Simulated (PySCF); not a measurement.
B(NCO)(OH)2 (CH2BNO3), SMILES O=C=NB(O)O.

Geometry optimised at ωB97X-D3(BJ)/def2-SVP. This is a generated structure with no PubChem entry under its InChIKey; it may be hypothetical. One conformer was computed; it need not be the lowest.

Level of theory: ωB97X/def2-TZVP run with PySCF.

Symmetry labels are those of the subgroup C2v that the program uses (full group C2v).

Computed valence orbital energies around the gap with their symmetry:
```csv
orbital,symmetry,energy (eV)
HOMO−7,B1,-16.29
HOMO−6,B2,-16.27
HOMO−5,B2,-14.42
HOMO−4,B1,-14.35
HOMO−3,A1,-13.53
HOMO−2,A2,-12.27
HOMO−1,B1,-11.47
HOMO,B2,-11.29
LUMO,A1,2.21
LUMO+1,B1,2.26
LUMO+2,B2,3.34
LUMO+3,B2,3.95
```
